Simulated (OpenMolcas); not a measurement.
**Ionisation energies of lithium**

```json
{"Program": "OpenMolcas", "Basis": "ANO-RCC [8s7p4d2f1g]", "Scalar Hamiltonian": "DKH2, point nucleus", "Spin-orbit coupling": "state interaction with AMFI integrals over the reference wave functions, term energies averaged over their components"}
```

Active shells in each charge state: the valence s, p shells, with orbitals averaged over the low states. Where CASPT2's correlated closed shells are named, they are those of the first ion.

A. CASSCF
B. SS-CASPT2, IPEA 0.25 Eh, imaginary shift 0.1 Eh (closed shells correlated: 1s)
C. SS-CASPT2, IPEA 0 Eh, imaginary shift 0.1 Eh (closed shells correlated: 1s)
D. SS-CASPT2, IPEA 0.25 Eh, imaginary shift 0.1 Eh (closed shells correlated: none)

Energies in eV between the lowest computed levels, named as in B; reference values from the NIST Atomic Spectra Database with their kind.

```csv
From,To,A,B,C,D,Spin-orbit share in B,Reference
Li 2s ²S_1/2,Li+ 1s² ¹S₀,5.342,5.380,5.382,5.342,+0.000,5.392 (measured)
```

Error against the reference values, in %:

```json
{"From": "Li", "Reference": "measured", "A": "-0.9", "B": "-0.2", "C": "-0.2", "D": "-0.9"}
```

Absolute error against the one measured value: A 0.05 eV, B 0.01 eV, C 0.01 eV, D 0.05 eV.
